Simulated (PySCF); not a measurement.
Species: C7H6NO (charge +1).
Bonds: O1–C2 (triple), C2–C3, C3–C4, C4–C5 (aromatic), C5–C6 (aromatic), C6–N7 (aromatic), N7–C8 (aromatic), C8–C9 (aromatic), C4–C9 (aromatic). Hydrogens: H10, H11 on C3; H12 on C5; H13 on C6; H14 on C8; H15 on C9.

The calculation used PBE0-D3(BJ)/def2-SVP geometry optimisation, gas phase (PySCF 2.14.0).

**Question.** List the bond lengths, angles and torsions at this level.

**Answer.** 
| bond | length (Å) |
| --- | --- |
| O1≡C2 | 1.119 |
| C2–C3 | 1.429 |
| C3–C4 | 1.529 |
| C4–C5, C4–C9 | 1.394 |
| C5–C6, C8–C9 | 1.398 |
| C6–N7, N7–C8 | 1.327 |
| C3–H10, C3–H11 | 1.107 |
| C5–H12, C9–H15 | 1.093 |
| C6–H13, C8–H14 | 1.095 |

Bonds in one row agree within 0.01 Å and their mean is given. A selection of angles:
| angle | degrees |
| --- | --- |
| O1–C2–C3 | 176.0 |
| C2–C3–C4 | 106.8 |
| C2–C3–H10 | 107.2 |
| C4–C3–H10 | 113.7 |
| H10–C3–H11 | 107.9 |
| C3–C4–C5 | 120.0 |
| C5–C4–C9 | 120.0 |
| C4–C5–C6 | 117.3 |
| C4–C5–H12 | 122.4 |
| C6–C5–H12 | 120.2 |
| C5–C6–N7 | 123.2 |
| C5–C6–H13 | 119.9 |
| N7–C6–H13 | 116.9 |
| C6–N7–C8 | 118.9 |

Dihedral angles: C2–C3–C4–C5 90°.

C6 (aromatic CH next to a ring nitrogen) is planar (angles 123.2°, 119.9° and 116.9°, sum 360.0°, 0.00 Å off the plane of its three neighbours). The 6 C–C bonds span 1.394 Å (C4–C5, aromatic) to 1.529 Å (C3–C4, drawn single), a spread of 0.135 Å. The 6-membered ring C4–C5–C6–N7–C8–C9 has internal angles of 117.3° to 123.2° (sum 720°, against 720° for a flat polygon); it is planar, 0.00 Å rms from its mean plane, widest ring torsion 1°. C5 (aromatic CH carbon) is planar (angles 122.4°, 120.2° and 117.3°, sum 360.0°, 0.01 Å off the plane of its three neighbours). C4 (substituted aromatic carbon) is planar (angles 120.0°, 120.0° and 120.0°, sum 360.0°, 0.00 Å off the plane of its three neighbours).

Point group: Cs (tolerance 0.08 Å). Not checked by PBE0-D3(BJ)/def2-SVP frequencies.

On an Arm Neoverse V1 with one thread, shared host with 32 logical CPUs at a one-minute load of 12, this took 84 s of wall time and 0.62 GiB of memory at its peak. These figures are those of the optimisation.

One conformer stands for the species.
